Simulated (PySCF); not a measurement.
PySCF job for Se(F)(SH) (FHSSe), SMILES [Se](F)S, ADC(2)/aug-cc-pVDZ. Geometry optimised at PBE0-D3(BJ)/def2-TZVP. Other conformers were not sampled.

```python
import numpy as np
from pyscf import gto, scf, dft, adc

mol = gto.M(
    atom='''
    Se    0.20313283    0.19675666    0.54292726
    F     1.35279972    0.89553053   -0.60140928
    S    -1.15955749   -0.79777725   -0.76098821
    H    -0.52879377   -1.98506543   -0.87103174
    ''',
    basis='aug-cc-pVDZ',
    charge=0,
    spin=0,
    max_memory=1600,
    verbose=4,
)
mf = scf.RHF(mol)
mf.conv_tol = 1e-10
mf.max_cycle = 100
mf.kernel()
res = {}
for kind, nroots in (('ee', 6), ('ip', 6), ('ea', 2)):
    a = adc.ADC(mf).density_fit('aug-cc-pvdz-ri')
    a.method, a.method_type = 'adc(2)', kind
    e, v, p, x = a.kernel(nroots=nroots)
    res[kind] = (e * 27.211386245988, p)
for kind, (e, p) in res.items():
    print(kind, 'energies / eV', np.round(e, 3), 'strengths', np.round(p, 4))
```

It prints:

```
PySCF version 2.14.0

[INPUT] verbose = 4
[INPUT] num. atoms = 4
[INPUT] num. electrons = 60
[INPUT] charge = 0
[INPUT] spin (= nelec alpha-beta = 2S) = 0
[INPUT] symmetry False subgroup None
[INPUT] Mole.unit = angstrom
[INPUT] Symbol           X                Y                Z      unit          X                Y                Z       unit  Magmom
[INPUT]  1 Se     0.203132830000   0.196756660000   0.542927260000 AA    0.383865415608   0.371816200584   1.025983826961 Bohr   0.0
[INPUT]  2 F      1.352799720000   0.895530530000  -0.601409280000 AA    2.556420972188   1.692307437887  -1.136498827972 Bohr   0.0
[INPUT]  3 S     -1.159557490000  -0.797777250000  -0.760988210000 AA   -2.191246081788  -1.507580510909  -1.438059300923 Bohr   0.0
[INPUT]  4 H     -0.528793770000  -1.985065430000  -0.871031740000 AA   -0.999275401676  -3.751230002042  -1.646011434403 Bohr   0.0

nuclear repulsion = 266.127985876922
number of shells = 30
number of NR pGTOs = 182
number of NR cGTOs = 95
basis = aug-cc-pVDZ
ecp = {}


[settings echo left out]
init E= -2896.6080257682
  HOMO = -0.241612006338656  LUMO = -0.0624164676173526  gap/eV = 4.87616
cycle= 1 E= -2897.30345883051  delta_E= -0.695  |g|= 0.468  |ddm|= 2.03
  HOMO = -0.389703020990102  LUMO = 0.020009065138896  gap/eV = 11.14883
cycle= 2 E= -2897.3448956201  delta_E= -0.0414  |g|= 0.323  |ddm|= 0.542
  HOMO = -0.375282964260009  LUMO = 0.0312443278712911  gap/eV = 11.06217
cycle= 3 E= -2897.36346752914  delta_E= -0.0186  |g|= 0.049  |ddm|= 0.196
  HOMO = -0.369813904674269  LUMO = 0.0351106414347395  gap/eV = 11.01856
cycle= 4 E= -2897.36467802086  delta_E= -0.00121  |g|= 0.0155  |ddm|= 0.074
  HOMO = -0.372439966822356  LUMO = 0.0349255704331588  gap/eV = 11.08498
cycle= 5 E= -2897.36487838233  delta_E= -0.0002  |g|= 0.00462  |ddm|= 0.0328
  HOMO = -0.372144038890037  LUMO = 0.0348680320995722  gap/eV = 11.07536
cycle= 6 E= -2897.36490674144  delta_E= -2.84e-05  |g|= 0.00171  |ddm|= 0.0146
  HOMO = -0.372226444281869  LUMO = 0.0348828530034444  gap/eV = 11.07801
cycle= 7 E= -2897.36491034852  delta_E= -3.61e-06  |g|= 0.000512  |ddm|= 0.00538
  HOMO = -0.372101143220905  LUMO = 0.0348657831284216  gap/eV = 11.07413
cycle= 8 E= -2897.36491063509  delta_E= -2.87e-07  |g|= 0.000139  |ddm|= 0.00153
  HOMO = -0.372101359550502  LUMO = 0.0348725832700403  gap/eV = 11.07433
cycle= 9 E= -2897.36491065448  delta_E= -1.94e-08  |g|= 4.64e-05  |ddm|= 0.000398
  HOMO = -0.372094548725689  LUMO = 0.0348704604436083  gap/eV = 11.07408
cycle= 10 E= -2897.36491065647  delta_E= -1.99e-09  |g|= 1.61e-05  |ddm|= 0.000121
  HOMO = -0.372094846515287  LUMO = 0.0348699798792804  gap/eV = 11.07408
cycle= 11 E= -2897.36491065678  delta_E= -3.11e-10  |g|= 6.58e-06  |ddm|= 5.18e-05
  HOMO = -0.372094598674773  LUMO = 0.0348699629017259  gap/eV = 11.07407
cycle= 12 E= -2897.36491065684  delta_E= -5.55e-11  |g|= 3.27e-06  |ddm|= 2.37e-05
  HOMO = -0.3720947379024  LUMO = 0.034869911154134  gap/eV = 11.07407
Extra cycle  E= -2897.36491065685  delta_E= -1.27e-11  |g|= 1.96e-06  |ddm|= 7.07e-06
converged SCF energy = -2897.36491065685

******** <class 'pyscf.adc.radc.RADC'> ********
******** ADC Orbital Information ********
Number of Frozen Occupied Orbitals: 0
Number of Frozen Virtual Orbitals: 0
Number of Active Occupied Orbitals: 30
Number of Active Virtual Orbitals: 65
*****************************************
******** <class 'pyscf.df.df.DF'> ********
auxbasis = aug-cc-pvdz-ri
Reference correlation energy (doubles): -0.51552211
MP2 correlation energy of reference state (a.u.) = -0.51552211

******** <class 'pyscf.adc.radc_ee.RADCEE'> ********
max_space = 12
max_cycle = 50
conv_tol = 1e-08

*************************************************************
        ADC calculation summary (singlet states only)
*************************************************************
adc(2) root 0  |  Energy (Eh) =   0.1415505375  |  Energy (eV) =   3.85178632  |  Osc. strength = 0.00049367  |  conv = True
adc(2) root 1  |  Energy (Eh) =   0.1678387011  |  Energy (eV) =   4.56712368  |  Osc. strength = 0.00433247  |  conv = True
adc(2) root 2  |  Energy (Eh) =   0.2092423141  |  Energy (eV) =   5.69377338  |  Osc. strength = 0.00746163  |  conv = True
adc(2) root 3  |  Energy (Eh) =   0.2171210462  |  Energy (eV) =   5.90816460  |  Osc. strength = 0.04273530  |  conv = True
adc(2) root 4  |  Energy (Eh) =   0.2177441428  |  Energy (eV) =   5.92511992  |  Osc. strength = 0.03345529  |  conv = True
adc(2) root 5  |  Energy (Eh) =   0.2471200722  |  Energy (eV) =   6.72447968  |  Osc. strength = 0.00132224  |  conv = False

WARN: Davidson iterations for 1 root(s) did not converge!!!


******** <class 'pyscf.adc.radc.RADC'> ********
******** ADC Orbital Information ********
Number of Frozen Occupied Orbitals: 0
Number of Frozen Virtual Orbitals: 0
Number of Active Occupied Orbitals: 30
Number of Active Virtual Orbitals: 65
*****************************************
******** <class 'pyscf.df.df.DF'> ********
auxbasis = aug-cc-pvdz-ri
Reference correlation energy (doubles): -0.51552211
MP2 correlation energy of reference state (a.u.) = -0.51552211

******** <class 'pyscf.adc.radc_ip.RADCIP'> ********
max_space = 12
max_cycle = 50
conv_tol = 1e-08

*************************************************************
        ADC calculation summary (doublet states only)
*************************************************************
adc(2) root 0  |  Energy (Eh) =   0.3291193581  |  Energy (eV) =   8.95579390  |  Spec. factor = 1.80759934  |  conv = True
adc(2) root 1  |  Energy (Eh) =   0.3818036496  |  Energy (eV) =  10.38940649  |  Spec. factor = 1.78517505  |  conv = True
adc(2) root 2  |  Energy (Eh) =   0.4229452259  |  Energy (eV) =  11.50892581  |  Spec. factor = 1.74794544  |  conv = True
adc(2) root 3  |  Energy (Eh) =   0.4743888930  |  Energy (eV) =  12.90877929  |  Spec. factor = 1.68573644  |  conv = True
adc(2) root 4  |  Energy (Eh) =   0.4986349492  |  Energy (eV) =  13.56854808  |  Spec. factor = 1.71275193  |  conv = True
adc(2) root 5  |  Energy (Eh) =   0.5231766858  |  Energy (eV) =  14.23636275  |  Spec. factor = 1.72925665  |  conv = True

******** <class 'pyscf.adc.radc.RADC'> ********
******** ADC Orbital Information ********
Number of Frozen Occupied Orbitals: 0
Number of Frozen Virtual Orbitals: 0
Number of Active Occupied Orbitals: 30
Number of Active Virtual Orbitals: 65
*****************************************
******** <class 'pyscf.df.df.DF'> ********
auxbasis = aug-cc-pvdz-ri
Reference correlation energy (doubles): -0.51552211
MP2 correlation energy of reference state (a.u.) = -0.51552211

******** <class 'pyscf.adc.radc_ea.RADCEA'> ********
max_space = 12
max_cycle = 50
conv_tol = 1e-08

*************************************************************
        ADC calculation summary (doublet states only)
*************************************************************
adc(2) root 0  |  Energy (Eh) =   0.0103230250  |  Energy (eV) =   0.28090382  |  Spec. factor = 1.85845406  |  conv = True
adc(2) root 1  |  Energy (Eh) =   0.0139494584  |  Energy (eV) =   0.37958410  |  Spec. factor = 1.91712859  |  conv = True
ee energies / eV [3.852 4.567 5.694 5.908 5.925 6.724] strengths [0.0005 0.0043 0.0075 0.0427 0.0335 0.0013]
ip energies / eV [ 8.956 10.389 11.509 12.909 13.569 14.236] strengths [1.8076 1.7852 1.7479 1.6857 1.7128 1.7293]
ea energies / eV [0.281 0.38 ] strengths [1.8585 1.9171]
```

Convergence was not reached.
